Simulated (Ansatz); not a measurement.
Born–Oppenheimer molecular dynamics of BH6O2Si (10 atoms, charge 0, multiplicity 2). It starts at the highest image of a converged band. Of that band: A vibrational analysis at the climbing image gives 2 clearly imaginary modes (65i, 44i cm⁻¹): a point of higher order. A lower path may pass nearby, or the ends, which weren't checked, may share the extra mode.

Level of theory: UKS PBE0/def2-SVP (Ansatz 0.2.0).

| Property | Result |
| --- | --- |
| ensemble | NVE (velocity Verlet) |
| time step | 0.5 fs |
| steps asked | 200 |
| starting velocities drawn for | 300 K |
| seed | 5829 |

First frame:

```xyz
10
Properties=species:S:1:pos:R:3
B -0.183 -0.663 -1.024
H -0.516 -0.437 2.200
O 1.066 -0.350 -0.623
H 1.696 -1.051 -0.812
O -1.205 0.192 -0.833
H -2.043 -0.147 -1.158
Si 0.092 0.045 3.472
H -0.563 -0.642 4.625
H 1.553 -0.262 3.489
H -0.107 1.519 3.599
```

(1) How far do the bonds stretch over the last three quarters of this one trajectory? (Pairs bonded in most of those frames.)

Answers

(1) 
```
   bond  mean (Å)  spread (Å)  shortest  longest
  B1–O3     1.350       0.013      1.33     1.37
  B1–O5     1.346       0.019      1.31     1.38
 H2–Si7     1.496       0.036      1.44     1.55
  O3–H4     0.964       0.018      0.93     0.99
  O5–H6     0.962       0.007      0.95     0.97
 Si7–H8     1.496       0.019      1.47     1.53
 Si7–H9     1.496       0.036      1.44     1.55
Si7–H10     1.493       0.012      1.47     1.51
```

Mean temperature of the second half: 174 K. The conserved energy stayed within 0.15 meV per atom of its start (net change 0.12 meV per atom), so the integration is sound. A run of 0.1 ps of so small a system gives no equilibrium averages.

The run took 3.7 min on 4 threads of Arm Neoverse V2, with other jobs on the host, peak memory 0.23 GiB.
